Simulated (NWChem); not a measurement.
# Basis-set convergence for stibine (H3Sb)

```xyz
4

Sb     0.0006     0.0541     0.0000
H     -0.7203    -0.9130     1.2313
H     -0.7203    -0.9130    -1.2313
H      1.4123    -0.9348     0.0000
```
Charge 0, spin multiplicity 1.

Everything below was run with NWChem. All single points use one geometry, from B3LYP/def2-SVP with def2 effective core potentials on Sb, a minimum by its harmonic frequencies.

Quantity: vertical ionisation energy at the level ΔB3LYP (Δ: difference of total energies, the cation a doublet at the parent's geometry with its hole in an orbital of symmetry a' (Cs labels); it is the state that the SCF runs reached, from PBE0 orbitals for Hartree-Fock references, and need not be the lowest).

Effective core potentials replace the inner electrons of Sb; spin-orbit coupling is left out. B3LYP has NWChem's definition, with VWN1-RPA local correlation. The stability of the SCF solutions was not checked.

Relative cost: rough, from shared machines, SCF included, def2-SVP = 1.

In def2-QZVP the value is 10.02 eV. Among def2-SVP, def2-SVPD, def2-TZVP, def2-TZVPD, def2-TZVPP, which is the smallest basis within 0.2 eV of it?

def2-SVP, with 41 functions against 172 and about 8 % of the time (also within reach: def2-SVPD, def2-TZVP, def2-TZVPD, def2-TZVPP). def2-QZVP isn't the basis-set limit itself, and a small set can land close by cancellation.

| basis | functions | vertical ionisation energy (eV) | relative cost |
|---|---|---|---|
| def2-SVP | 41 | 9.99 | 1 |
| def2-SVPD | 56 | 10.00 | under 3 |
| def2-TZVP | 68 | 10.02 | under 3 |
| def2-TZVPD | 83 | 10.02 | under 3 |
| def2-TZVPP | 92 | 10.02 | under 3 |
| def2-QZVP | 172 | 10.02 | 10 |
